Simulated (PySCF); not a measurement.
# Cost of excited-state runs on [C₄H₄F₄PSi]+, charge +1

Cartesian coordinates in Å; atom numbers follow the order of the lines, from 1:
```xyz
14

F    -3.473    0.099    1.735
C    -2.835   -0.020    0.605
F    -3.545   -0.642   -0.310
C    -1.602    0.413    0.335
F    -0.879    1.042    1.289
P    -0.790    0.222   -1.298
C     1.050   -1.826   -0.393
F     1.609   -2.905   -0.079
C     0.676   -0.679   -0.623
Si    2.367    0.595   -0.047
H    -0.166    1.483   -1.222
H     1.643    1.356    0.965
H     2.512    1.150   -1.392
H     3.432   -0.290    0.412
```

Total charge +1.

PySCF with density fitting, on 1 thread of an Arm Neoverse V1, shared host. Command: `OMP_NUM_THREADS=1 python excited_run.py task.json out`

(1) How long does each of these runs take, and how much memory?
- magnetisability and related constants, HF/pcSseg-0; usual settings
- magnetisability and related constants, PBE/pcSseg-1; writes grids

Answers

(1) 
| run | level | basis functions | wall time | peak memory (GiB) |
| --- | --- | --- | --- | --- |
| magnetisability and related constants | HF/pcSseg-0 | 106 | 8.7 s | 0.62 |
| magnetisability and related constants | PBE/pcSseg-1 | 204 | 63 s | 0.73 |

Times from a shared host are rough.
